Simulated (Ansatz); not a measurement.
`[O]=[W]([OH])(=[S])[Cl]` + NH₃ → `[NH2][W](=[O])([OH])=[S]` + HCl at 700 K and 1 bar (ligand exchange at a W–Cl bond).

Calculated with Ansatz (gas phase, PBE0-D4/def2-TZVP geometries, no zero-point term in ΔE). CCSD(T)/CBS adds triple-zeta CCSD(T) − MP2 to the extrapolated MP2 energy (def2 sets, frozen cores). This one scheme is used for every species. def2 core potentials past Kr. For W outer-core shells are correlated without core-valence functions, which leaves a few kJ/mol of doubt a bond. One conformer a species, not always the lowest.

```tsv
species	CCSD(T)/CBS energy (Eh)	H − E (kJ/mol)	S (J/(mol·K))
`[O]=[W]([OH])(=[S])[Cl]`	-1075.65295	116.2	449.9
NH₃	-56.50880	116.9	226.5
`[NH2][W](=[O])([OH])=[S]`	-671.76091	189.4	470.7
HCl	-460.38127	38.4	211.8
```

H − E and S are ideal-gas, rigid-rotor, harmonic terms from PBE0-D4/def2-TZVP, for one conformer and one mirror image of each species. 1 Eh = 2625.50 kJ/mol, R = 8.31446 J/(mol·K).

Question: By hand: ΔE, ΔH, ΔS and ΔG.

Answer: ΔE = (-671.76091) + (-460.38127) − (-1075.65295) − (-56.50880) = 0.01957 Eh = 51.4 kJ/mol. Δ(H − E) = 189.4 + 38.4 − 116.2 − 116.9 = -5.3, so ΔH = 46.1 kJ/mol. ΔS = 470.7 + 211.8 − 449.9 − 226.5 = 6.1 J/(mol·K). ΔG = 46.1 − 700 × (6.1)/1000 = 41.8 kJ/mol.

Question: By hand: the equilibrium constant, and the temperature at which ΔG would vanish if ΔH and ΔS stayed fixed.

Answer: log₁₀ K = −ΔG/(RT ln 10) = -3.1. ΔG = 0 at ΔH/ΔS = 7557 K, far beyond where these terms or the molecules hold.

The number of gas molecules stays the same, so ΔS is small and ΔH decides. A doubt of 5 kJ/mol in ΔE shifts log₁₀ K by 0.4 here. Other conformers and mirror images would add mixing entropy, several J/(mol·K) or more a flexible species. These are equilibria of isolated gas molecules and say nothing of rates. Largest T1 diagnostic: 0.022 (customary marks: 0.02 for closed shells, 0.045 for open ones).
